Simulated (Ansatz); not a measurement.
La2O2 (the lowest singlet isomer of a short search) was relaxed with PBE0-D4 (def2-TZVP) in Ansatz in these states: neutral quintet, neutral triplet. The geometries follow in no particular order.

In the def2 sets La takes a core potential; there is no spin–orbit coupling.

A:

```tsv
atom	x (Å)	y (Å)	z (Å)
La1	-1.4406	0.4194	-1.0408
La2	1.5967	0.1978	0.8658
O3	0.4787	-0.7157	-0.8468
O4	-0.6349	0.0985	1.0218
```

B:

```xyz
4

La    1.6412   -0.3035    0.0358
La   -1.6412    0.3039   -0.0355
O    -0.1749   -0.8180    1.0818
O     0.1748    0.8177   -1.0821
```

Q: Judge from the bond lengths which geometry belongs to which state (an estimate).

A: A is the neutral quintet (La1–La2 3.593 Å, La2–O3 2.240 Å, La2–O4 2.239 Å); B is the neutral triplet (La1–La2 3.339 Å, La2–O3 2.158 Å, La2–O4 2.158 Å).

At PBE0-D4/def2-TZVP a broken-symmetry singlet lies 4.34 eV below the neutral quintet. At PBE0-D4/def2-TZVP a broken-symmetry singlet lies 0.10 eV below the neutral triplet. These are the stationary points nearest to one start from a short search; other shapes may lie lower in each state.
